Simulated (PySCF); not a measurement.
This PySCF input asks for the NMR shieldings of SMILES F[C@H]([C@@H](C)BF)[SiH3], C₃H₉BF₂Si; the geometry comes from GFN2-xTB.

```python
import basis_set_exchange as bse
import numpy as np
from pyscf import gto, dft
from pyscf.prop import nmr

atoms = """
C    -0.614863    1.164891    0.911606
C    -0.693752   -0.251140    0.338889
B    -2.100696   -0.618080   -0.308230
F    -2.364454   -1.889929   -0.520873
C     0.390795   -0.478485   -0.732652
F     0.141595    0.356123   -1.823131
Si    2.211469   -0.171505   -0.187296
H    -1.430268    1.334419    1.611097
H     0.327472    1.320961    1.434339
H    -0.695182    1.894557    0.109555
H    -0.460702   -0.969878    1.133831
H    -2.919120    0.151841   -0.644373
H     0.281682   -1.495404   -1.131330
H     2.457406    1.265701   -0.112767
H     3.071507   -0.780151   -1.201080
H     2.389514   -0.824977    1.111004
"""
names = dict.fromkeys(["C", "B", "F", "Si", "H"], "pcSseg-1")
basis = {el: gto.basis.parse(bse.get_basis(n, elements=[el], fmt="nwchem")) for el, n in names.items()}
mol = gto.M(atom=atoms, basis=basis, charge=0, verbose=0)
mf = dft.RKS(mol, xc="PBE0")
mf.grids.level = 2
mf.grids.alignment = dft.numint.BLKSIZE   # the property module wants whole blocks of grid points
mf.conv_tol = 1e-9
mf.kernel()

calc = nmr.RKS(mf)   # GIAO
C = mf.mo_coeff
Co = C[:, mf.mo_occ > 0]
resp = mf.gen_response(singlet=True, hermi=2)
def vind(x):   # induced exchange potential for any number of trial vectors
    d = np.einsum("pi,xij,qj->xpq", C, 2 * x.reshape(-1, C.shape[1], Co.shape[1]), Co, optimize=True)
    return np.einsum("xpq,pi,qj->xij", resp(d - d.transpose(0, 2, 1)), C, Co, optimize=True).ravel()
mo1, _ = nmr.rhf.solve_mo1(calc, with_cphf=vind)
sigma = calc.kernel(mo1)
for i, s in enumerate(sigma):   # ppm
    print("%2d %-2s %9.2f" % (i, mol.atom_pure_symbol(i), np.trace(s) / 3))
```

**Question.** What does it print?

**Answer.** 
```
 0 C     174.63
 1 C     149.96
 2 B      40.46
 3 F     175.11
 4 C      92.95
 5 F     423.29
 6 Si    421.81
 7 H      30.42
 8 H      30.53
 9 H      29.87
10 H      30.81
11 H      26.05
12 H      26.06
13 H      27.56
14 H      27.72
15 H      27.97
```

These numbers come from an equivalent density-fitted implementation of the same equations, which agrees with the script to about 0.01 ppm for H and up to a few tenths of a ppm for heavy atoms, so last digits may differ.

Size and cost of the density-fitted run: 171 basis functions, 29 s wall time on 1 thread of an Arm Neoverse V1, shared host; peak memory 0.77 GiB.
